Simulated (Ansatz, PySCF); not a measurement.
Process, species as SMILES: CCC(O)CC + 5 [H][H] (H2) → 5 C (CH4) + O (H2O)
Structures are relaxed separately at B3LYP-D3(BJ)/def2-TZVP in Ansatz (an electronic-structure program), one conformer each, not searched for the lowest.

Property: energy of full hydrogenation (enthalpy at 298 K, with B3LYP-D3(BJ) rigid-rotor harmonic-oscillator terms from PySCF), in kcal/mol. Valence correlation only, unless marked. No spin-orbit coupling. No relativistic terms. CBS(X,Y): correlation extrapolated as X^-3; Hartree-Fock from the larger set. The bracket is a focal-point correction in the basis named.

From measured enthalpies of formation at 298 K: -71.6 kcal/mol (CCC(O)CC -75.3, CRC Handbook; [H][H] (H2) 0.0, ATcT 1.112; C (CH4) -17.8, ATcT 1.112; O (H2O) -57.8, ATcT 1.112). It holds spin-orbit effects, and any other conformers, which the calculations lack, and core correlation, which the frozen-core levels lack. This is an older compilation, not checked against later work.

```
level                                                                 program  energy of full hydrogenation (kcal/mol)  error against measurement
-------------------------------------------------------------  --------------  ---------------------------------------  -------------------------
HF/6-31G                                                               Ansatz                                    -96.5                      -24.9
HF/cc-pVQZ                                                             Ansatz                                    -90.4                      -18.8
RI-HF/aug-cc-pVQZ                                                      Ansatz                                    -90.9                      -19.3
revPBE-D4/def2-TZVPD                                           Ansatz + dftd4                                    -63.7                        7.9
PBE0-D3(BJ)/def2-TZVPD                                         Ansatz + dftd3                                    -72.5                       -0.9
PBE0/def2-QZVPP                                                        Ansatz                                    -78.3                       -6.7
BHLYP-D3(BJ)/def2-TZVPD                                        Ansatz + dftd3                                    -77.3                       -5.7
r2SCANh-D4/def2-TZVPD                                          Ansatz + dftd4                                    -71.9                       -0.3
r2SCAN0/def2-TZVPD                                                     Ansatz                                    -75.0                       -3.4
HSE06-D3(BJ)/def2-TZVPD                                        Ansatz + dftd3                                    -73.4                       -1.8
HSE06-D4/def2-TZVPD                                            Ansatz + dftd4                                    -72.6                       -1.0
LC-wPBE-D3(BJ)/def2-TZVPD                                      Ansatz + dftd3                                    -71.9                       -0.3
B2PLYP/def2-TZVPD                                                      Ansatz                                    -76.2                       -4.6
MP2/6-31G                                                              Ansatz                                    -66.9                        4.7
MP2/cc-pVQZ                                                            Ansatz                                    -69.6                        2.0
RI-MP2/aug-cc-pVTZ                                                     Ansatz                                    -69.7                        1.9
RI-MP2/cc-pVQZ                                                         Ansatz                                    -69.7                        1.9
CCSD/cc-pVDZ                                                           Ansatz                                    -70.8                        0.8
CCSD(T)/6-31G*                                                         Ansatz                                    -55.1                       16.5
RI-MP2/CBS(aug-cc-pVTZ,aug-cc-pVQZ)+[CCSD(T)-MP2]/aug-cc-pVTZ          Ansatz                                    -71.7                       -0.1
CCSD(T)/CBS(cc-pVTZ,cc-pVQZ)                                           Ansatz                                    -71.6                        0.0
```
